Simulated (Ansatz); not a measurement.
Ansatz (a first-principles code) input (B3LYP-D3(BJ)/def2-TZVP):

Ansatz 0.2 input:
```yaml
crystal:
  periodic: [false, false, false]
  atoms:
    - {symbol: Co, position_ang: [0.00000000, 0.00000000, 0.00000000]}
    - {symbol: F, position_ang: [0.00000000, 0.00000000, 1.67326550]}
    - {symbol: F, position_ang: [-0.00000000, -0.00000000, -1.67326550]}
basis:
  gaussian:
    orbitals: def2-TZVP
hamiltonian:
  xc: b3lyp
  dispersion: d3bj
total_charge: 1
magnetization: {spin_polarized: true, initial_magnetization: 4}
phonons: {temperatures: {t_min: 298.15, t_max: 298.15, t_step: 100}}
```

Output:

```
Functional definition: B3LYP
integrals: 0.03 GiB planned
832 factors; their error is unknown
mean field: 0.45 GiB planned
mean field evaluation 1: about -43046.6674 eV, gradient 5.9e1 eV
mean field evaluation 2: about -43037.0288 eV, gradient 8.6e1 eV
mean field evaluation 4: about -43054.9324 eV, gradient 3.1e0 eV
mean field evaluation 8: about -43054.9564 eV, gradient 1.1e-1 eV
mean field evaluation 16: about -43055.0809 eV, gradient 2.4e-4 eV
mean field -43055.08090838 eV, -1582.2450396010 hartree, gradient 7.6e-5 eV, S^2 6.010463; 0 other end points of the search recorded, 0 dependent functions left out
the calculation of the forces begins
reference -43055.08108652 eV, -1582.2450461475 hartree; 24, 20 occupied and 83, 87 virtual orbitals, 832 factors
these checks for a lower state are left out or cut short: stability, starts, cluster_reference, orbital_swaps, neighbouring_geometries, increment
integrals: 0.03 GiB planned
832 factors; their error is unknown
mean field: 0.45 GiB planned
mean field -43055.08090695 eV, -1582.2450395485 hartree, gradient 2.0e-6 eV, S^2 6.010463; 0 other end points of the search recorded, 0 dependent functions left out
the calculation of the forces begins
reference -43055.08108509 eV, -1582.2450460949 hartree; 24, 20 occupied and 83, 87 virtual orbitals, 832 factors
these checks for a lower state are left out or cut short: stability, starts, cluster_reference, orbital_swaps, neighbouring_geometries, increment
integrals: 0.03 GiB planned
832 factors; their error is unknown
mean field: 0.45 GiB planned
mean field evaluation 32: about -43055.0809 eV, gradient 4.1e-4 eV
mean field -43055.08090695 eV, -1582.2450395485 hartree, gradient 2.1e-6 eV, S^2 6.010463; 0 other end points of the search recorded, 0 dependent functions left out
the calculation of the forces begins
reference -43055.08108509 eV, -1582.2450460949 hartree; 24, 20 occupied and 83, 87 virtual orbitals, 832 factors
these checks for a lower state are left out or cut short: stability, starts, cluster_reference, orbital_swaps, neighbouring_geometries, increment
integrals: 0.03 GiB planned
832 factors; their error is unknown
mean field: 0.45 GiB planned
mean field -43055.08090695 eV, -1582.2450395485 hartree, gradient 1.9e-6 eV, S^2 6.010463; 0 other end points of the search recorded, 0 dependent functions left out
the calculation of the forces begins
reference -43055.08108509 eV, -1582.2450460949 hartree; 24, 20 occupied and 83, 87 virtual orbitals, 832 factors
these checks for a lower state are left out or cut short: stability, starts, cluster_reference, orbital_swaps, neighbouring_geometries, increment
integrals: 0.03 GiB planned
832 factors; their error is unknown
mean field: 0.45 GiB planned
mean field -43055.08090695 eV, -1582.2450395485 hartree, gradient 1.7e-6 eV, S^2 6.010463; 0 other end points of the search recorded, 0 dependent functions left out
the calculation of the forces begins
reference -43055.08108509 eV, -1582.2450460949 hartree; 24, 20 occupied and 83, 87 virtual orbitals, 832 factors
these checks for a lower state are left out or cut short: stability, starts, cluster_reference, orbital_swaps, neighbouring_geometries, increment
integrals: 0.03 GiB planned
832 factors; their error is unknown
mean field: 0.45 GiB planned
mean field -43055.08070139 eV, -1582.2450319941 hartree, gradient 2.1e-6 eV, S^2 6.010463; 0 other end points of the search recorded, 0 dependent functions left out
the calculation of the forces begins
reference -43055.08087953 eV, -1582.2450385406 hartree; 24, 20 occupied and 83, 87 virtual orbitals, 832 factors
these checks for a lower state are left out or cut short: stability, starts, cluster_reference, orbital_swaps, neighbouring_geometries, increment
integrals: 0.03 GiB planned
832 factors; their error is unknown
mean field: 0.45 GiB planned
mean field -43055.08070139 eV, -1582.2450319941 hartree, gradient 2.1e-6 eV, S^2 6.010463; 0 other end points of the search recorded, 0 dependent functions left out
the calculation of the forces begins
reference -43055.08087953 eV, -1582.2450385406 hartree; 24, 20 occupied and 83, 87 virtual orbitals, 832 factors
these checks for a lower state are left out or cut short: stability, starts, cluster_reference, orbital_swaps, neighbouring_geometries, increment
integrals: 0.03 GiB planned
832 factors; their error is unknown
mean field: 0.45 GiB planned
mean field evaluation 64: about -43054.9542 eV, gradient 8.9e-2 eV
mean field -43055.08090803 eV, -1582.2450395880 hartree, gradient 2.0e-6 eV, S^2 6.010463; 0 other end points of the search recorded, 0 dependent functions left out
the calculation of the forces begins
reference -43055.08108617 eV, -1582.2450461345 hartree; 24, 20 occupied and 83, 87 virtual orbitals, 832 factors
these checks for a lower state are left out or cut short: stability, starts, cluster_reference, orbital_swaps, neighbouring_geometries, increment
integrals: 0.03 GiB planned
832 factors; their error is unknown
mean field: 0.45 GiB planned
mean field -43055.08090803 eV, -1582.2450395880 hartree, gradient 2.0e-6 eV, S^2 6.010463; 0 other end points of the search recorded, 0 dependent functions left out
the calculation of the forces begins
reference -43055.08108617 eV, -1582.2450461345 hartree; 24, 20 occupied and 83, 87 virtual orbitals, 832 factors
these checks for a lower state are left out or cut short: stability, starts, cluster_reference, orbital_swaps, neighbouring_geometries, increment
integrals: 0.03 GiB planned
832 factors; their error is unknown
mean field: 0.45 GiB planned
mean field -43055.08090803 eV, -1582.2450395880 hartree, gradient 2.0e-6 eV, S^2 6.010463; 0 other end points of the search recorded, 0 dependent functions left out
the calculation of the forces begins
reference -43055.08108617 eV, -1582.2450461345 hartree; 24, 20 occupied and 83, 87 virtual orbitals, 832 factors
these checks for a lower state are left out or cut short: stability, starts, cluster_reference, orbital_swaps, neighbouring_geometries, increment
integrals: 0.03 GiB planned
832 factors; their error is unknown
mean field: 0.45 GiB planned
mean field -43055.08090803 eV, -1582.2450395880 hartree, gradient 2.0e-6 eV, S^2 6.010463; 0 other end points of the search recorded, 0 dependent functions left out
the calculation of the forces begins
reference -43055.08108617 eV, -1582.2450461345 hartree; 24, 20 occupied and 83, 87 virtual orbitals, 832 factors
these checks for a lower state are left out or cut short: stability, starts, cluster_reference, orbital_swaps, neighbouring_geometries, increment
integrals: 0.03 GiB planned
832 factors; their error is unknown
mean field: 0.45 GiB planned
mean field evaluation 96: about -43055.0808 eV, gradient 2.0e-6 eV
mean field -43055.08081369 eV, -1582.2450361212 hartree, gradient 2.0e-6 eV, S^2 6.010475; 0 other end points of the search recorded, 0 dependent functions left out
the calculation of the forces begins
reference -43055.08099187 eV, -1582.2450426691 hartree; 24, 20 occupied and 83, 87 virtual orbitals, 832 factors
these checks for a lower state are left out or cut short: stability, starts, cluster_reference, orbital_swaps, neighbouring_geometries, increment
integrals: 0.03 GiB planned
832 factors; their error is unknown
mean field: 0.45 GiB planned
mean field -43055.08079166 eV, -1582.2450353118 hartree, gradient 1.3e-6 eV, S^2 6.010451; 0 other end points of the search recorded, 0 dependent functions left out
the calculation of the forces begins
reference -43055.08096976 eV, -1582.2450418568 hartree; 24, 20 occupied and 83, 87 virtual orbitals, 832 factors
Total energy: -43055.12516991 eV, -1582.2466661820 hartree
Atom 0 at     0.000000     0.000000     0.000000 Å, force    -0.000000    -0.000000    -0.000000 eV/Å
Atom 1 at     0.000000     0.000000     1.673266 Å, force     0.000000     0.000000     0.000123 eV/Å
Atom 2 at    -0.000000    -0.000000    -1.673266 Å, force     0.000000     0.000000    -0.000123 eV/Å
Dipole moment:     0.000000     0.000000     0.000000 e Å
Vibrations: 73.40 73.40 703.53 883.71 cm⁻¹, zero-point energy 0.107498 eV
```

The spin state was set by rule; other spins were not relaxed.
